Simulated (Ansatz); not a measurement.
Ideal-gas functions of ClHSb (`[Cl][SbH]`) radical at 800 K and 1 bar, from an Ansatz frequency run at PBE0-D4/def2-TZVP.

Molar mass 158.22 g/mol, point group Cs (symmetry number 1), electronic degeneracy 2, moments of inertia 2.933, 151.592, 154.525 u Å². Harmonic wavenumbers (cm⁻¹, unscaled): 369, 635, 1940.

Use S(trans) = R[1.5 ln M + 2.5 ln T − 1.1517]; rotational temperatures θ = 24.2544 K / I; S(rot) = R[ln(√π/σ · √(T³/θAθBθC)) + 1.5]; for each mode x = 1.438777 ν̃/T, S = R[x/(eˣ − 1) − ln(1 − e⁻ˣ)] and H = RT x/(eˣ − 1); 1 cm⁻¹ = 0.0119627 kJ/mol; R = 8.31446 J/(mol·K).

Question: By hand: the entropy, in J/(mol·K).

Answer: Translation 192.5. Rotation: θ = 8.2695, 0.16, 0.157 K, giving 107.1. Vibration, mode by mode: 11.87, 7.65, 1.17, in all 20.7. Electronic 5.8. Sum 326.1 J/(mol·K).

Question: By hand: H − E and G − E in kJ/mol, counted from the electronic energy.

Answer: Zero-point energy ½ × 2944 × 0.0119627 = 17.6; thermal vibration 9.0; translation, rotation and pV give 4 RT = 26.6. H − E = 53.2 kJ/mol, and G − E = 53.2 − 800 × 326.1/1000 = -207.7 kJ/mol.

Vibration gives 6 % of the entropy.
